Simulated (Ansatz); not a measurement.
Molecule: CeO₂, charge -1, multiplicity 2. The spin state was set by rule; other spins were not relaxed. SMILES of the parent species: [O]=[Ce]=[O]
Geometry from a B3LYP-D3(BJ)/def2-TZVP (Ansatz, a first-principles code) optimisation:
```xyz
3

Ce     0.1336    -0.0383     0.1498
O      0.7230     0.3765    -1.5594
O     -1.6919    -0.0989     0.4734
```
Charge -1, spin multiplicity 2.

### Question
Give the harmonic wavenumbers at B3LYP-D3(BJ)/def2-TZVP (Ansatz, finite differences of forces, unscaled).

### Answer
143, 729, 778 cm⁻¹. Zero-point energy 2.4 kcal/mol.

### Question
From these and the geometry, give the ideal-gas thermochemistry at 298.15 K and 1 atm (rigid rotor, harmonic oscillator).

### Answer
Point group C2v, rotational symmetry number 2. Rotational constants 21.72, 6.2, 4.823 GHz. S(trans) 41.34, S(rot) 22.34, S(vib) 3.26, S(elec, spin only) 1.38, S 68.3 cal/(mol K). H(298) - H(0) 2.90 kcal/mol; G - E(el) -15.1 kcal/mol.
